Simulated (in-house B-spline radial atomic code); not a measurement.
Results of a calculation; reference values are marked as such.
## Making a Troullier-Martins s channel for Se, r_c = 1.14 bohr

Se, [Ar] 3d10 4s2 4p4, non-relativistic LDA (VWN5), spherical and spin-unpolarised, from a B-spline radial code for spherical atoms (atomic units). The all-electron 4s level is ε = -0.621247 hartree, its outermost node lies just inside 0.72 bohr and its outer maximum at 1.52 bohr.

Inside r_c the pseudo-orbital is u(r) = r^1 exp(p(r)), with p = c0 + c2 r² + c4 r⁴ + … + c12 r¹². The seven coefficients follow from p and its first four derivatives at r_c, from zero curvature of the screened potential at the origin, c4 = −c2²/(2l + 5), and from the norm inside r_c. At r_c the all-electron orbital has P = 0.674926, P' = 0.9130724, the screened potential V = -2.971416, V' = 5.797678, V'' = -16.14766, and the norm inside is Q = 0.1239118.

**Question.** What are p, p' and p'' at r_c?

**Answer.** p = ln(P/r_c^1) = ln(0.674926/1.14) = -0.52418. p' = P'/P − 1/r_c = 1.35285 − 0.87719 = 0.47566. The radial equation gives p'' = 2(V − ε) − 2(1) p'/r_c − p'² = -4.70034 − (0.83448) − 0.22625 = -5.76107. Differentiating, p''' = 2V' + 2(1)p'/r_c² − 2(1)p''/r_c − 2p'p'' = 27.915, and p'''' = 2V'' − 4(1)p'/r_c³ + 4(1)p''/r_c² − 2(1)p'''/r_c − 2p''² − 2p'p''' = -193.22.

For a trial c2 the five matching conditions are linear in c0, c6, c8, c10 and c12, and c2 is varied until the norm inside r_c equals Q. The root nearest zero gives:

```csv
n,c_n
0,-0.02022292
2,-2.959877
4,-1.752175
6,14.64049
8,-17.56386
10,8.516945
12,-1.516265
```

**Question.** Check c4 and p(r_c), and find the screened pseudopotential at the origin.

**Answer.** −c2²/5 = -1.75217, as listed. The terms c_n r_c^n are -0.02022, -3.84666, -2.95935, 32.13549, -50.10241, 31.57420, -7.30522, which sum to -0.52418. Inverting the radial equation, V_l(r) = ε + 1 p'/r + (p'' + p'²)/2, so V_l(0) = ε + (2l + 3) c2 = -0.621247 + 3 × (-2.95988) = -9.5009 hartree, finite where the all-electron potential diverges.

Orbitals and screened potentials:

| r (bohr) | P | u | V all-electron | V pseudo |
| --- | --- | --- | --- | --- |
| 0.114 | 0.2319 | 0.1075 | -197.3 | -9.444 |
| 0.285 | -0.1637 | 0.2186 | -49.74 | -7.762 |
| 0.456 | -0.4022 | 0.2479 | -20.98 | -2.419 |
| 0.627 | -0.1795 | 0.2523 | -10.87 | 3.406 |
| 0.798 | 0.1694 | 0.3141 | -6.495 | 5.736 |
| 0.969 | 0.4702 | 0.4813 | -4.257 | 0.5929 |
| 1.14 | 0.6749 | 0.6749 | -2.971 | -2.971 |

Logarithmic derivatives P'/P at R = 1.44 bohr, for energies E around ε:

| E − ε (hartree) | all-electron | pseudo |
| --- | --- | --- |
| -0.5 | 0.594876 | 0.58607 |
| -0.25 | 0.396845 | 0.394228 |
| -0.1 | 0.270817 | 0.270349 |
| 0 | 0.183467 | 0.183467 |
| 0.1 | 0.093243 | 0.0926946 |
| 0.25 | -0.0479163 | -0.0518081 |
| 0.5 | -0.300619 | -0.320226 |

**Question.** With P(R) = 0.8247047 and a norm of 0.3018308 inside R, what slope in energy does norm conservation fix?

**Answer.** d(P'/P)/dE = −2 × (norm inside R)/P(R)² = -0.8876 per hartree·bohr at E = ε, for both atoms, since orbital and norm agree at R. Differences over ±0.1 hartree give -0.8879 (all-electron) and -0.8883 (pseudo), which also hold third-order terms. Half a hartree below ε the two curves differ by -0.0088.
